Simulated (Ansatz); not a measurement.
def2 core potentials replace the inner electrons of Sb.

Cartesian coordinates (Å):
SMILES: C=[CH][Sb]([OH])[OH]
```xyz
10

C     -2.0013    -0.0823    -0.4221
C     -0.7069     0.2480    -0.4554
Sb     0.5916     0.1101     1.2597
O      1.8649     1.3415     0.3132
O      1.4607    -1.6303     0.7871
H     -2.4904    -0.4470     0.4901
H     -2.6446    -0.0083    -1.3074
H     -0.2405     0.6252    -1.3753
H      2.6142     1.5648     0.8838
H      1.5523    -1.7218    -0.1739
```
Charge 0, spin multiplicity 1.

Problem. Give the total energy, hole reorganisation energy (four-point), vertical ionisation energy (Delta-SCF), HOMO–LUMO gap and adiabatic ionisation energy (no zero-point term) at the level PBE0-D3(BJ)/def2-TZVP // B3LYP-D3(BJ)/def2-SVP in Ansatz (a program for electronic structure).

Solution. 
```json
{
 "total_energy": "-12783.28 eV",
 "hole reorganisation energy (four-point)": "1.144 eV",
 "vertical ionisation energy (Delta-SCF)": "9.40 eV",
 "HOMO–LUMO gap": "6.35 eV",
 "adiabatic ionisation energy (no zero-point term)": "8.69 eV"
}
```
